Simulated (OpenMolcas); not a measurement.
Os2+: moving or changing the point charges

Os2+ among 6 point charges of -1 e arranged as a tetragonal octahedron (D4h), 1.84 Å from the ion, with the axial distance 1.969 Å.
```
   1.8400    0.0000    0.0000  -1.00
   0.0000    1.8400    0.0000  -1.00
  -1.8400    0.0000    0.0000  -1.00
   0.0000   -1.8400    0.0000  -1.00
   0.0000    0.0000    1.9688  -1.00
   0.0000    0.0000   -1.9688  -1.00
```

| Item | Value |
| --- | --- |
| Program | OpenMolcas |
| Method | SS-CASPT2, IPEA 0.25 Eh, imaginary shift 0.1 Eh (closed shells correlated: 5s 5p) |
| Basis | ANO-RCC-VDZP [7s6p4d2f1g] |
| Scalar Hamiltonian | DKH2, point nucleus |
| Active space | 6 electrons in 5 orbitals (5d) |
| State averaging | 2S+1 = 5 even, 5 roots; 2S+1 = 3 even, 45 roots; 2S+1 = 1 even, 50 roots |
| Spin-orbit coupling | RASSI with atomic mean-field integrals over the reference wave functions |

Runs around this geometry, states (labels of D4, the rotations of D4h). Energies in cm-1 above the lowest state or level, χT in cm3 K/mol.

```json
{"R (Å)": "1.84", "q (e)": "-1", "Axial / equatorial distance": "0.98", "Ground state": "5E", "First state of that spin": "5B2 120", "First gap with spin-orbit (degeneracies)": "2030 (1, 1)", "χT at 300 K": "0.337", "First state of another spin": "1A1 610"}
{"R (Å)": "1.84", "q (e)": "-0.8", "Axial / equatorial distance": "1.07", "Ground state": "5E", "First state of that spin": "5B2 730", "First gap with spin-orbit (degeneracies)": "93 (1, 1)", "χT at 300 K": "2.715", "First state of another spin": "3E 7330"}
{"R (Å)": "1.84", "q (e)": "-1", "Axial / equatorial distance": "1.07", "Ground state": "5E", "First state of that spin": "5B2 870", "First gap with spin-orbit (degeneracies)": "760 (1, 1)", "χT at 300 K": "0.646", "First state of another spin": "1A1 3120"}
{"R (Å)": "1.97", "q (e)": "-1", "Axial / equatorial distance": "1.07", "Ground state": "5E", "First state of that spin": "5B2 810", "First gap with spin-orbit (degeneracies)": "190 (1, 1)", "χT at 300 K": "3.008", "First state of another spin": "3E 7750"}
```

Taking the first state of the same spin as R^-n, n = -ln(810 / 870) / ln(1.97 / 1.84) = 1.0 between the shortest and longest distance.

Scaling the charges by -0.8 / -1 = 0.80 scales the first state of the same spin by 730 / 870 = 0.84; with fixed orbitals a first-order splitting would follow the charge.

Roots that are degenerate in the reference are averaged as groups; the widest CASPT2 spread within a group is 11 cm-1 (the 2-fold group of multiplicity 5 near 0 cm-1 above the lowest state of its run, R = 1.84, q = -1, ratio = 0.98). Shifts and gaps below about the spread of the groups concerned are not significant. Over all roots computed the reference weight is 0.86 to 0.95 in R = 1.84 in q = -1 in ratio = 0.98; the roots of lowest weight are the least certain, and an intruder state may touch them. This shell can be high or low spin here, a state of another spin lies low, and with metal d orbitals alone active their balance is uncertain, so the ground spin may be wrong. Point charges give a weaker field than real ligands, and real ions of this kind are as a rule low spin; the high spin found here belongs to the model. Free-ion shares, where given, are those of the reference states; single-state CASPT2 does not remix them. Spin-orbit coupling mixes the spin-free states strongly: the lowest level takes only 35 % from its leading state, 1A1, which lies 613 cm-1 above the lowest spin-free state (figures for R = 1.84, q = -1, ratio = 0.98; the like holds for R = 1.84, q = -0.8, ratio = 1.07, R = 1.84, q = -1, ratio = 1.07, R = 1.97, q = -1, ratio = 1.07). An orbital doublet at a regular site is open to a Jahn-Teller distortion, which this geometry leaves out (holds for R = 1.84, q = -0.8, ratio = 1.07; R = 1.97, q = -1, ratio = 1.07). This is an electrostatic model: the charges have no orbitals. No measured value stands beside these numbers.
